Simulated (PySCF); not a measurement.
Method: PySCF energies plus ideal-gas RRHO corrections (1 bar). 'Table' is the NASA 1993 thermochemical table (part measured, part estimated). All species are closed-shell singlets. The harmonic model lacks anharmonicity and excited electronic states, which grow with temperature; levels with a mode under 35 cm⁻¹ are left out. The table's entry may be an old estimate for MgClF (not checked at source).

Harmonic frequencies at PBE/def2-SVP (cm⁻¹): 129, 131, 394, 785. Point group C∞v; S°(298 K) = 266.5 J/mol/K at this level.

**Question.** Work out Cp and S° of gaseous MgClF at 500, 800, 1200, 1600, 2000 K from these, and set them beside the table.

**Answer.** 
```tsv
T (K)	Cp PBE/def2-SVP	Cp table	S° PBE/def2-SVP	S° table
500	58.5	54.5	295.7	293.1
800	60.7	56.6	323.8	319.2
1200	61.6	57.4	348.6	342.4
1600	61.9	57.8	366.4	358.9
2000	62.1	58.0	380.2	371.9
```
Units J/mol/K.
